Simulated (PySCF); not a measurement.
HZn, charge +1, singlet, at a GFN2-xTB geometry (such geometries of metal compounds can be far from the true shape).

Input for PySCF:
```python
from pyscf import gto, scf, dft

mol = gto.M(
    atom='''
Zn   -0.000000   -0.000000   -0.048568
H     0.000000    0.000000    1.457036
''',
    basis='pc-2',
    charge=1,
    spin=0,
    verbose=5,
)

mf = dft.RKS(mol)
mf.xc = 'r2scan'
mf = mf.density_fit(auxbasis='def2-universal-jkfit')
mf.kernel()
```

**Question.** What does this run give for the total energy, Mulliken (on the basis functions themselves) charges in atom order, number of basis functions, nuclear repulsion energy, HOMO energy?

**Answer.** 
```json
{
 "total_energy": "-1779.6614 Eh",
 "Mulliken (on the basis functions themselves) charges in atom order": "Zn1 0.95, H2 0.05",
 "number_of_basis_functions": "70",
 "nuclear_repulsion_energy": "10.5442 Eh",
 "HOMO energy": "-15.80 eV"
}
```
